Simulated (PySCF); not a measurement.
Compound: C₇H₁₀O₂.
Z-matrix (Å and degrees, PBE0-D3(BJ)/def2-SVP geometry), rows numbered from 1:
```
C 
C   1  1.3400
C   2  1.4626  1  126.51
C   3  1.3440  2  121.57  1  -170.82
C   3  1.5216  2  119.32  1     7.90
C   5  1.5215  3  108.98  2   -82.64
O   6  1.1986  5  124.78  3    84.97
O   5  1.3971  3  113.33  2   159.91
C   8  1.4001  5  114.26  3   -80.17
H   1  1.0925  2  122.41  3     2.78
H   1  1.0926  2  120.47  3   179.69
H   2  1.0960  1  118.86  3  -179.18
H   4  1.0929  3  120.89  2    -1.02
H   4  1.0919  3  120.73  2   179.52
H   5  1.1075  3  109.33  2    35.20
H   6  1.1202  5  112.46  3   -94.56
H   9  1.0984  8  107.48  5  -179.17
H   9  1.1049  8  112.14  5    61.33
H   9  1.1066  8  111.37  5   -60.30
```

The closed-shell ground state was solved at several levels (PySCF, density fitting, gas phase, non-relativistic).

```tsv
level	basis functions	total energy (Eh)	HOMO (eV)	LUMO (eV)	gap (eV)	dipole (D)
PBE0/pcSseg-1	203	-422.5986	-6.90	-1.29	5.61	2.86
B3LYP/def2-SVPD	266	-422.8568	-6.75	-1.62	5.13	2.83
```

Q: What might B97-2/pcSseg-1 (203 basis functions) give for the same quantities?

A: Total energy -422.9382 Eh, HOMO -6.65 eV, LUMO -1.34 eV, gap 5.31 eV, dipole 2.85 D.

Q: Over all these levels, which gives the widest orbital gap and which the narrowest?

A: PBE0/pcSseg-1 (global hybrid, 25 % exact exchange) has the widest, 5.61 eV, and B3LYP/def2-SVPD (global hybrid, 20 % exact exchange) the narrowest, 5.13 eV. Functional and basis both differ between the two, so the spread mixes both effects.

Q: How far do the dipole and the HOMO energy spread over the levels?

A: The dipole runs from 2.83 to 2.86 D (mean 2.85 D) and the HOMO from -6.90 to -6.65 eV.

One conformer stands for the species.
